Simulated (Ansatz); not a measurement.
`O[SiH](O)C[SiH](O)F`, 14 atoms. Charge 0, multiplicity 1. All runs use 2 threads of an AMD EPYC 7R13 on a shared host and a share of an NVIDIA H100 80 GB. Correlated methods freeze the cores. Open-shell runs search over several starts.

(1) Give the basis size and wall time and peak host memory of each of these runs in Ansatz. UKS PBE-D4/def2-TZVPP energy of the cation; UHF-CCSD(T)/def2-TZVPP energy of the cation; RKS HSE06 (plane-wave form)-D4/def2-TZVPP energy; RHF-MP2/def2-QZVPP energy; direct RPA on PBE orbitals/def2-TZVPP energy; UKS ωB97M-V/def2-TZVPP energy of the cation; UKS ωB97X-V/def2-TZVPP energy of the cation; RKS PBE0-D4/def2-SVP energy; UHF-MP2/def2-QZVPP energy of the cation; RKS PBE0-D4/def2-TZVP relaxation (14 steps); UKS r2SCAN-D4/def2-TZVPP energy of the cation; RKS PBE0-D4/def2-QZVPP energy. (Best estimate.)

Results:

(1) Ansatz gave: Other jobs shared the machine, so times are rough.

```
                                    level                    job  functions  wall time  peak host memory (GiB)
                     RKS PBE0-D4/def2-SVP                 energy        141       10 s                    0.81
RKS HSE06 (plane-wave form)-D4/def2-TZVPP                 energy        337       12 s                    0.87
                   RKS PBE0-D4/def2-QZVPP                 energy        635       13 s                     1.2
                       RHF-MP2/def2-QZVPP                 energy        635       14 s                     1.2
                   UKS ωB97X-V/def2-TZVPP   energy of the cation        337       15 s                     1.1
                   UKS ωB97M-V/def2-TZVPP   energy of the cation        337       16 s                     1.2
                    UKS PBE-D4/def2-TZVPP   energy of the cation        337       18 s                    0.92
    direct RPA on PBE orbitals/def2-TZVPP                 energy        337       21 s                     1.5
                 UKS r2SCAN-D4/def2-TZVPP   energy of the cation        337       23 s                    0.99
                       UHF-MP2/def2-QZVPP   energy of the cation        635       31 s                     1.4
                    RKS PBE0-D4/def2-TZVP  relaxation (14 steps)        271       34 s                    0.94
                   UHF-CCSD(T)/def2-TZVPP   energy of the cation        337    3.1 min                     1.5
```
